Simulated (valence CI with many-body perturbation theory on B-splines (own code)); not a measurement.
# Tb60+: what the settings do

Calculated by configuration interaction combined with many-body perturbation theory (CI+MBPT): three valence electrons over a frozen Dirac-Fock core [He], a basis of 6 s, 6 p, 5 d, 3 f, 1 g functions for each j, with the one-electron correlation potential Σ1 (screened to all orders), the two-electron term Σ2, the three-electron term Σ3, Breit, model QED; selected single and double excitations, second order for the rest, scaled by the run's own slope (own B-spline code, finite nucleus).

The last digits are not significant, and no measured levels were compared; by estimate large intervals hold to a few tenths of a per cent, small ones and those within an open d or f shell to about a per cent.

The reference run has the lowest level (2s^2 2p1/2) J=1/2 and an ionisation energy of 13997.1 eV. Its largest variational space holds 3548 state functions.

Levels are named by their leading jj configuration (3d3/2^4 stands for four electrons in 3d with j = 3/2), which in mixed levels can hold well under half, so a name can repeat and another be missing. Letters in brackets count levels of one name in rising energy.

Changed runs:
A. highest l in the core sums 6 → 7
B. natural orbitals for correlation on → off
C. Breit term on → off
D. closed core [He] → [He] 2s1 (bad on purpose)

Excitation energies of the reference run in cm⁻¹, and shifts in cm⁻¹:

```
                     Level  Reference        A      B        C
        (2s 2p1/2^2) J=1/2    1760790     +1.2   +982  -102541
        (2s^2 2p3/2) J=3/2    6566990     -0.2   -929   +98459
(2s 2p1/2 2p3/2) J=3/2 [a]    7798300     +1.0  -2989    +1894
    (2s 2p1/2 2p3/2) J=5/2    8099830     +1.0   -695   +58711
    (2s 2p1/2 2p3/2) J=1/2    8592380     +1.0  +1438    -1982
(2s 2p1/2 2p3/2) J=3/2 [b]    8606530     +1.0  +2330   +31250
     (2p1/2^2 2p3/2) J=3/2   10452100     +2.2  +3320   -80445
        (2s 2p3/2^2) J=5/2   14510100     +0.8  -2388  +131600
        (2s 2p3/2^2) J=1/2   15257000     +0.8  +1904   +74662
        (2s 2p3/2^2) J=3/2   15263900     +0.8  +1768  +114274
     (2p1/2 2p3/2^2) J=3/2   16686900     +2.0   -489   +15505
     (2p1/2 2p3/2^2) J=5/2   16864000     +2.0  +2096   +70862
    Ionisation energy (eV)    13997.1  -0.0002   -0.7    +21.2
```

Run D: It gave no result: the perturbation theory needs a core of closed shells. The program said: "the core must hold closed shells only".
